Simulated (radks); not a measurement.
Species: Tc2+. Configuration: [Ar] 3d10 4s1.5 4p6 4d5 5d0.5 (fractional occupations, a model configuration). All-electron calculation, Dirac Kohn-Sham, BLYP, spin-unpolarised, spherical densities, finite nucleus; open shells fill j = l - 1/2 first; Fermi nuclear charge, rms radius 4.4112 fm. Program: a radial shooting solver on a logarithmic mesh with Libxc functionals.

Normalised radial functions P(r) = r R(r) (large component), r in bohr:

```
   r/bohr * 4s1/2, o 5d3/2 (the largest magnitude, 1.11, reaches the edge; | marks zero, & curves that meet)
 0.001846                             o *
 0.002889                             o *
 0.004559                             o  *
 0.007135                             o   *
  0.01126                             o    *
  0.01776                             o     *
   0.0278                             o   *
  0.04386                             &
   0.0692                      *      |o
   0.1083                   *         | o
   0.1709                            *|  o
   0.2675                             |  o          *
    0.422                             |o      *
   0.6658           *              o  |
    1.042  *                    o     |
    1.644                 *        o  |
    2.594                           * |     o
     4.06                             *           o
    6.406                             *        o
    10.03                             * o
    15.82                             &
```

4s1/2: eigenvalue -94.252 eV, 3 radial nodes at r = 0.0434, 0.175, 0.496 bohr, <r> = 1.05 bohr, 90 % of the charge inside 1.53 bohr. 5d3/2: eigenvalue -8.182 eV, 2 radial nodes at r = 0.491, 1.96 bohr, <r> = 4.90 bohr, 90 % of the charge inside 7.13 bohr.
